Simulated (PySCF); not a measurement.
Two-component Hartree-Fock for Ti(2+) (titanium, charge +2)

Start: [Ar] 3d1 4s1; 3d5/2 filled at m_j = +5/2; 4s1/2 filled at m_j = +1/2. Calculated with PySCF 2.14 in x2c-TZVPall-2c with one added diffuse shell each of s, p, d type (7s8p5d1f, 63 functions): generalised Hartree-Fock with the X2C-1e Hamiltonian and a Gaussian nucleus; one run each with spin-orbit coupling (SO) switched off, then screened by Boettger's factors. This is a chosen level, not necessarily the ground level.

```json
{"spinor shell": "1s1/2", "electrons": "2", "ε, spin-free (eV)": "-5041.2", "ε, screened SO (eV)": "-5041.2", "weight of nominal j (screened SO)": "1.000", "rms radius, screened SO (bohr)": "0.0804"}
{"spinor shell": "2s1/2", "electrons": "2", "ε, spin-free (eV)": "-613.34", "ε, screened SO (eV)": "-613.34", "weight of nominal j (screened SO)": "1.000", "rms radius, screened SO (bohr)": "0.350"}
{"spinor shell": "2p1/2", "electrons": "2", "ε, spin-free (eV)": "-508.94", "ε, screened SO (eV)": "-512.82", "weight of nominal j (screened SO)": "0.997", "rms radius, screened SO (bohr)": "0.318"}
{"spinor shell": "2p3/2", "electrons": "4", "ε, spin-free (eV)": "-508.94", "ε, screened SO (eV)": "-507.05", "weight of nominal j (screened SO)": "0.998", "rms radius, screened SO (bohr)": "0.321"}
{"spinor shell": "3s1/2", "electrons": "2", "ε, spin-free (eV)": "-101.87", "ε, screened SO (eV)": "-101.87", "weight of nominal j (screened SO)": "1.000", "rms radius, screened SO (bohr)": "1.06"}
{"spinor shell": "3p1/2", "electrons": "2", "ε, spin-free (eV)": "-71.175", "ε, screened SO (eV)": "-70.512", "weight of nominal j (screened SO)": "0.749", "rms radius, screened SO (bohr)": "1.15"}
{"spinor shell": "3d5/2", "electrons": "1", "ε, spin-free (eV)": "-33.390", "ε, screened SO (eV)": "-33.368", "weight of nominal j (screened SO)": "1.000", "rms radius, screened SO (bohr)": "1.43"}
{"spinor shell": "4s1/2", "electrons": "1", "ε, spin-free (eV)": "-22.004", "ε, screened SO (eV)": "-22.005", "weight of nominal j (screened SO)": "1.000", "rms radius, screened SO (bohr)": "3.13"}
```

Task: Where does 3p3/2 lie, and what is the 3p spin-orbit splitting (screened SO)?

Result: At -71.517 eV, -1.006 eV above 3p1/2.

```
   quantity   spin-free  screened SO
E (hartree)  -851.88225   -851.88801
        M_J           3            3
       ⟨J²⟩      12.005       12.005
       ⟨L²⟩       6.004        6.005
       ⟨S²⟩       2.001        2.001
```

Each row is a mean over spinors that exchange with the open shell spreads, by up to 5.463 eV (3p3/2).

Rows whose weight is well below 1 are mixtures of j = l ± 1/2: exchange outweighs spin-orbit coupling there, and the label is only the starting occupation.

Without spin-orbit coupling the j labels of p, d and f shells carry no meaning; the spin-free column gives the mean over the occupied spinors of each nl shell.
